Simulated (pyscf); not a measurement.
**Hydrogen shift: [HO–B–OH]• → •O–BH–OH**

Gas phase, doublet surface, charge 0. Bonds broken: O1–H4. Bonds formed: B2–H4. PySCF, gas phase, ωB97X-D3(BJ)/def2-SVP geometries. Correlated levels are frozen-core, on RHF or UHF. ΔMP2 is the change of the MP2 total energy from the triple- to the quadruple-zeta basis.

Transition state (Å):

```xyz
5

O      0.3459     0.6617    -0.4432
B      0.4053    -0.4494     0.2681
O      1.3119    -1.3019     0.7686
H     -0.7420     0.1669    -0.0661
H      2.2186    -1.0360     0.5512
```

One imaginary mode, 1798i cm⁻¹; descent along it reached the two sides named.

| bond | change | reactant side (Å) | saddle | product side |
|---|---|---|---|---|
| O1–H4 | breaks | 0.963 | 1.253 | 2.143 |
| B2–H4 | forms | 1.947 | 1.345 | 1.216 |

Electronic energies relative to the reactant's lowest minimum found (kcal/mol):

```tsv
level	barrier	reaction energy	reverse barrier
ωB97X-D3(BJ)/def2-TZVP	31.4	+4.6	26.8
PBE/def2-TZVP	26.5	+7.0	19.5
r²SCAN/def2-TZVP	29.7	+6.8	22.9
B3LYP-D3(BJ)/def2-TZVP	30.6	+4.5	26.1
PBE0-D3(BJ)/def2-TZVP	30.8	+7.2	23.6
M06-2X/def2-TZVP	34.8	+10.3	24.5
ωB97M-D3(BJ)/def2-TZVP	30.6	+5.1	25.6
HF/def2-TZVP	44.3	-3.7	48.0
MP2/def2-QZVPP	35.9	+16.9	18.9
CCSD/def2-TZVPP	35.0	+7.0	28.0
CCSD(T)/def2-TZVPP	33.2	+8.0	25.3
CCSD(T)/def2-TZVPP + ΔMP2(QZVPP)	33.2	+8.9	24.3
```

With CCSD(T)/def2-TZVPP + ΔMP2(QZVPP) energies and thermal terms (ideal gas, 1 atm, RRHO with modes under 100 cm⁻¹ raised to 100, one conformer, R ln 2 for chiral ones without a mode under 150 cm⁻¹), in kcal/mol:

```json
[
 {"T (K)": "298", "ΔH‡": "29.2", "ΔG‡": "29.1", "ΔH": "+7.4", "ΔG": "+7.4"},
 {"T (K)": "600", "ΔH‡": "29.1", "ΔG‡": "29.1", "ΔH": "+7.3", "ΔG": "+7.4"},
 {"T (K)": "900", "ΔH‡": "28.8", "ΔG‡": "29.2", "ΔH": "+7.3", "ΔG": "+7.5"},
 {"T (K)": "1200", "ΔH‡": "28.5", "ΔG‡": "29.3", "ΔH": "+7.4", "ΔG": "+7.5"}
]
```

One saddle was located; it need not be the lowest between these sides. The CCSD(T) − MP2 part came from Ansatz, without density fitting, on the same reference.
